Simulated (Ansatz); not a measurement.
Input and output for [Ce(H2O)6]3+ (CeO6H12³⁺).

```yaml
crystal:
  periodic: [false, false, false]
  atoms:
    - {symbol: Ce, position_ang: [0.003172, 0.000733, -0.001005]}
    - {symbol: O, position_ang: [0.175471, 0.200825, 2.439518]}
    - {symbol: H, position_ang: [0.154576, 1.021110, 2.987473]}
    - {symbol: H, position_ang: [0.280011, -0.519889, 3.105249]}
    - {symbol: O, position_ang: [-0.179917, -0.198732, -2.441054]}
    - {symbol: H, position_ang: [-0.287653, 0.522266, -3.105999]}
    - {symbol: H, position_ang: [-0.163464, -1.018900, -2.989385]}
    - {symbol: O, position_ang: [2.444209, 0.179070, -0.191618]}
    - {symbol: H, position_ang: [3.106554, 0.284364, 0.532139]}
    - {symbol: H, position_ang: [2.995639, 0.163254, -1.009708]}
    - {symbol: O, position_ang: [-2.437554, -0.182063, 0.187698]}
    - {symbol: H, position_ang: [-2.990139, -0.163695, 1.004938]}
    - {symbol: H, position_ang: [-3.098517, -0.293138, -0.536399]}
    - {symbol: O, position_ang: [-0.187880, 2.441443, -0.183106]}
    - {symbol: H, position_ang: [-1.005366, 2.993530, -0.161256]}
    - {symbol: H, position_ang: [0.535635, 3.103180, -0.293700]}
    - {symbol: O, position_ang: [0.188310, -2.439820, 0.188360]}
    - {symbol: H, position_ang: [-0.537705, -3.099624, 0.293667]}
    - {symbol: H, position_ang: [1.004620, -2.993923, 0.174187]}
basis:
  gaussian: {orbitals: def2-mTZVP, final_grid: {core_spheres: 5, valence_spheres: 4, degree: 11}}
total_charge: 3
magnetization: {spin_polarized: true, initial_magnetization: 1}
hamiltonian: {xc: {name: r2SCAN0}}
```

```sh
$ ansatz run in.yaml --threads 4 --pin off --events-out ev --progress --plain --max-ram 6963MiB
```

Shortened log:

```
Functional definition: r2SCAN0
2249 factors; their error is unknown
mean field evaluation 1: about -25313.7528 eV, gradient 1.4e2 eV
mean field evaluation 2: about -23088.4751 eV, gradient 9.8e2 eV
mean field evaluation 4: about -25377.3059 eV, gradient 3.8e1 eV
mean field evaluation 8: about -25380.2661 eV, gradient 3.6e-1 eV
mean field evaluation 16: about -25380.5446 eV, gradient 3.4e-1 eV
mean field evaluation 32: about -25380.5618 eV, gradient 1.2e-5 eV
mean field evaluation 64: about -25380.5604 eV, gradient 9.7e-2 eV
mean field evaluation 96: about -25380.5439 eV, gradient 2.0e-1 eV
mean field -25380.56184927 eV, -932.7184443980 hartree, gradient 8.6e-6 eV, S^2 0.751593; 5 other end points of the search recorded, 0 dependent functions left out
reference -25380.56186744 eV, -932.7184450658 hartree; 44, 43 occupied and 205, 206 virtual orbitals, 2249 factors
Total energy: -25380.56186744 eV, -932.7184450658 hartree
```

Hardware: 4 threads of AMD EPYC 9R45 on a shared host. Wall time 92 s, peak host memory 2 GiB.

In the def2 sets Ce takes a core potential; there is no spin–orbit coupling. With an open 4f shell the SCF may have ended on a state above the lowest.
